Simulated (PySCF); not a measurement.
# C7H8ClFSi: full NMR table

```
Formula                               : C7H8ClFSi
SMILES                                : C#C[C@@]1(Cl)C([SiH2]F)=C[C@@H]1C
Point group of the computed structure : C1
Degrees of unsaturation               : 4
Carbon signals                        : 7
Proton signals                        : 6
```

Mapped SMILES: `[CH:1]#[C:2][C@@:3]1([Cl:4])[C:5]([SiH2:6][F:7])=[CH:8][C@@H:9]1[CH3:10]`. Each H is labelled by its parent atom. Ha(Si6) is pro-R; Hb(Si6) is pro-S.

How the numbers were obtained: GIAO PBE0/pcSseg-1 shieldings, geometry: GFN2-xTB, in PySCF 2.14.0 with density-fitted response routines (one computed conformer, in vacuum, equivalent nuclei averaged, relativity neglected).

References, each an isolated molecule treated in the same way: ¹H (σ = 31.72 ppm) and ¹³C (σ = 186.93 ppm) and ²⁹Si (σ = 349.16 ppm) vs TMS; CFCl3 for ¹⁹F (σ = 170.95 ppm).

| carbon | δC, type | δH (multiplicity) | HMBC from (2–3 bonds) | span of the C tensor (ppm) |
| --- | --- | --- | --- | --- |
| C1 | 84.0, CH | 2.34 (s) | – | 179 |
| C2 | 87.1, C | – | H(C9), H(C1) | 312 |
| C3 | 65.5, C | – | H(C8), Hb(Si6), Ha(Si6), H(C9), H(C1), H(C10) | 61 |
| C5 | 157.1, C | – | H(C8), Hb(Si6), Ha(Si6), H(C9) | 208 |
| C8 | 169.3, CH | 7.33 (m) | Hb(Si6), Ha(Si6), H(C9), H(C10) | 259 |
| C9 | 57.5, CH | 3.30 (m) | H(C8), H(C10) | 38 |
| C10 | 19.3, CH3 | 1.39 (d) | H(C8), H(C9) | 23 |

Other nuclei:
```json
{"atoms": "Hb(Si6)", "nucleus": "¹H", "environment": "hydrogen on a silicon bonded to C, F", "δ (ppm)": "5.45", "σ (ppm)": "26.27"}
{"atoms": "Ha(Si6)", "nucleus": "¹H", "environment": "hydrogen on a silicon bonded to C, F", "δ (ppm)": "5.43", "σ (ppm)": "26.29"}
{"atoms": "F7", "nucleus": "¹⁹F", "environment": "fluorine bonded to Si", "δ (ppm)": "-242.1", "σ (ppm)": "413.1"}
{"atoms": "Si6", "nucleus": "²⁹Si", "environment": "silicon bonded to C, F, 2 H", "δ (ppm)": "-14.9", "σ (ppm)": "364.0"}
```

1. Carbon types of the structure: 3 × C, 3 × CH, 1 × CH3, leaving 2 H on heteroatoms.
2. δC 169.3: alkene CH.
3. δC 157.1: fully substituted alkene carbon; an sp2 carbon of a C=C bond.
4. δC 87.1: alkyne carbon; the triple bond shields along its axis, which puts it between sp3 and sp2 carbons.
5. δC 84.0: terminal alkyne carbon; sp carbons lie upfield of alkene carbons because the cylindrical π system leaves one tensor component strongly shielded.
6. δC 65.5: allylic fully substituted sp3 carbon bonded to Cl; pulled downfield by the heteroatom.

Carbons that carry Cl, above all several Cl atoms, come out too deshielded, partly because spin–orbit coupling is missing. Splittings by ¹⁹F in the carbon and heteronuclear signals aren't shown, as no couplings were computed. Shifts are as computed. Against solution values, carbons near 30 ppm lie about +3 ppm off and those near 130 ppm about +5 ppm; carbons on Cl a further +6 ppm. Of 1309 compounds with measured shifts, 239 miss one by over three times the rms of a fit or turn the order of signals round; such compounds aren't used in these exercises. Unscaled 19F shifts against computed CFCl3 carry errors that often reach 10 to 50 ppm. Multiplicities follow the n + 1 count of equivalent neighbours, as no J values were calculated; m marks all less simple cases, F and P coupling included.
